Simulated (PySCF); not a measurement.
```xyz
8

O     -2.2750    -0.3418    -0.4647
Si    -1.1231     0.5459     0.3231
Si     1.0719     0.4269    -0.1597
O      1.7521    -1.0522    -0.4648
H     -2.1144    -1.2896    -0.5122
H     -1.5970     1.9556     0.2096
H      1.8336     1.1024     0.9430
H      2.4518    -1.3473     0.1257
```

Charge 0, multiplicity 1.

Q: Give the Mulliken and meta-Löwdin atomic charges from r2SCAN-D4/def2-TZVP run with PySCF.

A: 
```csv
atom,Mulliken (e),meta-Löwdin (e)
O1,-0.51,-0.71
Si2,0.23,0.46
Si3,0.21,0.43
O4,-0.53,-0.72
H5,0.33,0.36
H6,-0.02,-0.07
H7,-0.04,-0.09
H8,0.33,0.36
```
